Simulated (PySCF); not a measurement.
Stepwise substitution at one centre (Ga Br-SiH3). Isolated molecules, 0 K electronic values unless said otherwise. Strings in code marks are SMILES.

All values below come from B3LYP-D3(BJ)/def2-TZVP (PySCF 2.14.0). B3LYP has the VWN-RPA correlation part, as in Gaussian. Delta-SCF ions had no search for a lower state. 

| species | vertical ionisation energy (Delta-SCF) (eV) | HOMO–LUMO gap (eV) | LUMO (eV) |
|---|---|---|---|
| 0 of 3 Br replaced by SiH3 | 10.45 | 5.74 | -2.68 |
| 1 of 3 Br replaced by SiH3 (`[SiH3][Ga]([Br])[Br]`) | 9.80 | ___ | ___ |
| 2 of 3 Br replaced by SiH3 (`[Br][Ga]([SiH3])[SiH3]`) | 8.91 | ___ | -2.64 |
| 3 of 3 Br replaced by SiH3 (`[SiH3][Ga]([SiH3])[SiH3]`) | 8.90 | 4.23 | -2.82 |

Problem. Complete the blanks.

Solution. 
- 1 of 3 Br replaced by SiH3 (`[SiH3][Ga]([Br])[Br]`), HOMO–LUMO gap (eV): 5.49
- 1 of 3 Br replaced by SiH3 (`[SiH3][Ga]([Br])[Br]`), LUMO (eV): -2.38
- 2 of 3 Br replaced by SiH3 (`[Br][Ga]([SiH3])[SiH3]`), HOMO–LUMO gap (eV): 4.41
